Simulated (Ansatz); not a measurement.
`[SiH3][GeH3]` + `CC[SiH](Cl)Cl` → `Cl[SiH](Cl)C[CH2][GeH3]` + SiH₄  (formal exchange of groups at a Ge–Si bond)

Program: Ansatz. Geometries: PBE0-D4/def2-TZVP. ΔE: electronic, gas phase. CCSD(T)/CBS adds triple-zeta CCSD(T) − MP2 to the extrapolated MP2 energy (def2 sets, frozen cores). This one scheme is used for every species. DFT in def2-TZVPP. For Ge outer-core shells are correlated without core-valence functions, which leaves a few kJ/mol of doubt a bond. Scalar relativity is left out up to krypton. One conformer a species, not always the lowest.

```json
{"level": "LDA (SPW92)", "ΔE (eV)": "0.48"}
{"level": "BLYP-D4", "ΔE (eV)": "0.42"}
{"level": "ωB97M-V", "ΔE (eV)": "0.39"}
{"level": "PBE-QIDH", "ΔE (eV)": "0.44"}
{"level": "BLYP", "ΔE (eV)": "0.53"}
{"level": "r2SCAN0", "ΔE (eV)": "0.49"}
{"level": "BHLYP", "ΔE (eV)": "0.48"}
{"level": "CCSD/def2-SVP", "ΔE (eV)": "0.38"}
```

Question: What does CCSD(T)/CBS give? (Best estimate.)

Answer: Computed: +0.38 eV. The listed levels differ from it by 0.10, 0.04, 0.01, 0.06, 0.15, 0.11, 0.10, 0.00 eV.

Largest T1 diagnostic among the species: 0.012.

The D4 term adds −0.09 eV with B3LYP and −0.05 eV with PBE0; it sums over pairs of atoms, weighted by their polarisabilities, and B3LYP, whose exchange is more repulsive, gets the larger term. From BLYP to BHLYP (50 % exact exchange), in def2-TZVPP and without D4, ΔE moves by −0.05 eV. Leaving LDA and LC-ωPBE aside and taking each functional with its dispersion term where it has one, the values, not all of them listed here, spread over 0.10 eV, from ωB97M-V to PBE-D4. LDA lies −0.07 eV from PBE without D4.

B3LYP here is the variant with VWN-RPA as its local correlation; programs differ in this.
